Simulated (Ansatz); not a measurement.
`C[AsH][SiH3]` + `C[O][AlH2]` → `C[AsH][AlH2]` + `CO[SiH3]`  (redistribution)

Computed with Ansatz on PBE0-D4/def2-TZVP structures; ΔE is electronic, products minus reactants. CBS: MP2 limit from def2 TZ/QZ plus the TZ coupled-cluster correction, frozen cores. DFT in def2-TZVPP. For As outer-core shells are correlated without core-valence functions, which leaves a few kJ/mol of doubt a bond. Scalar relativity is left out up to krypton.

```json
{"species": "`C[AsH][SiH3]`", "r2SCANh energy (Eh)": "-2567.63484"}
{"species": "`C[O][AlH2]`", "r2SCANh energy (Eh)": "-358.74300"}
{"species": "`C[AsH][AlH2]`", "r2SCANh energy (Eh)": "-2519.95930"}
{"species": "`CO[SiH3]`", "r2SCANh energy (Eh)": "-406.40677"}
```

Question: Work out ΔE.

Answer: ΔE = (-2519.95930) + (-406.40677) − (-2567.63484) − (-358.74300) = 0.01177 Eh = +7.4 kcal/mol. CCSD(T)/CBS gives +6.8 kcal/mol.

Largest T1 diagnostic among the species: 0.012.

Leaving LDA and LC-ωPBE aside and taking each functional with its dispersion term where it has one, the values, not all of them listed here, spread over 2.0 kcal/mol, from PBE-QIDH to BLYP-D4. In def2-TZVPP, CCSD(T) changes the Hartree–Fock value by +2.5 kcal/mol (the triples alone add +0.3 kcal/mol) and MP2 by +2.6 kcal/mol.
